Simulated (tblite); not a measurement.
Species: C7H11F2 (charge +1).
Z-matrix (Å and degrees, GFN2-xTB geometry), rows numbered from 1:
```
C 
C   1  1.4391
C   2  1.4548  1  124.73
C   3  1.5406  2  105.07  1   157.04
C   4  1.5278  3  109.24  2   -85.65
F   5  1.3769  4  108.72  3    50.27
C   4  1.5394  3  102.15  2    32.92
F   7  1.3714  4  108.89  3    83.02
C   2  1.4584  1  124.55  3   178.02
H   1  1.0888  2  113.55  3   157.91
H   1  1.1013  2  106.31  3   -85.61
H   1  1.0904  2  112.90  3    29.15
H   3  1.1018  2  106.23  1   -87.98
H   3  1.0916  2  114.79  1    29.16
H   4  1.0899  3  113.29  2   152.17
H   5  1.0930  4  111.66  3   -67.50
H   5  1.0926  4  111.97  3   168.76
H   7  1.0930  4  114.15  3  -157.80
H   9  1.0973  2  111.90  1    60.47
H   9  1.0959  2  110.47  1   -56.02
```

Structure optimised with GFN2-xTB, isolated species.

Masses are those of the commonest isotopes; rigid-rotor values at the optimised geometry. The values belong to one conformer with, in the numbering `[CH3:1][C+:2]1[CH2:3][C@@H:4]([CH2:5][F:6])[C@H:7]([F:8])[CH2:9]1`, C3–C4–C5–F6 50°, C1–C2–C3–C4 157°, C2–C3–C4–C5 -86°, C3–C4–C7–F8 83°, C4–C7–C9–C2 21°.

Question: Give the principal moments of inertia and the rotational constants in MHz.

Answer: Ia = 273.47, Ib = 299.73, Ic = 441.59 u·Å²; 505379 MHz·u·Å²/I gives A = 1848, B = 1686, C = 1144 MHz.

Question: What kind of rotor is it?

Answer: An asymmetric top; Ray's κ = 0.540.

Question: Is it planar, by Δ = Ic − Ia − Ib?

Answer: Not planar: Δ = Ic − Ia − Ib = -131.60 u·Å². For a rigid frame Δ = −2 Σ m c², so Σ m c² = 65.80 u·Å² lies off the ab plane: 18.74 from hydrogen and 47.06 from heavier atoms. The atom farthest from that plane is 1.91 Å away.

Question: Where do the levels up to J = 2 lie, in MHz?

Answer: Above 0(0,0):
J = 1: 1(0,1) 2831, 1(1,1) 2992, 1(1,0) 3534
J = 2: 2(0,2) 8081, 2(1,2) 8112, 2(1,1) 9737, 2(2,1) 10223, 2(2,0) 10634
The levels of one J sum to (2J + 1)J(J + 1)(A + B + C)/3.

Question: Estimate the classical rotational partition function at 100 K, 200 K and 298.15 K.

Answer: Point group C1, symmetry number σ = 1; q = (√π/σ)·√((kT/h)³/(ABC)), k/h = 20836.6 MHz/K: 89300 at 100 K, 252000 at 200 K, 460000 at 298.15 K.

Its GFN2-xTB frequencies are all real (lowest 62 cm⁻¹). No vibrational averaging or centrifugal distortion is included, and the geometry carries the error of its method.

These are computed values.
